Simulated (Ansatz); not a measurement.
CH6OSeSi (`CO[SiH2][SeH]`) from Hartree–Fock to CCSD(T)

```csv
atom,x (Å),y (Å),z (Å)
C1,0.654,1.396,0.714
O2,0.658,0.306,-0.182
Si3,-0.689,-0.568,-0.509
Se4,-0.143,-2.397,-1.722
H5,0.110,2.251,0.299
H6,0.200,1.127,1.676
H7,1.688,1.694,0.890
H8,-1.342,-0.949,0.772
H9,-1.646,0.188,-1.358
H10,0.509,-3.048,-0.578
```

The species carries charge 0 and has multiplicity 1. Correlated methods include outer-core shells of Se, which these sets cover unevenly. Scalar relativity is left out up to krypton. The structure was optimised at the PBE0-D4/def2-TZVP level. It is one conformer, not always the lowest. Frozen core, restricted reference, the Gaussian-basis code of Ansatz.

| basis | HF (Eh) | MP2 corr. | CCSD corr. | (T) | CCSD(T) total |
| --- | --- | --- | --- | --- | --- |
| def2-SVP | -2804.57623 | -0.66199 | -0.70385 | -0.01757 | -2805.29765 |
| def2-TZVPP | -2805.12233 | -0.81050 | -0.84817 | -0.03085 | -2806.00135 |
| def2-QZVPP | -2805.18485 | -1.15439 | – | – | – |
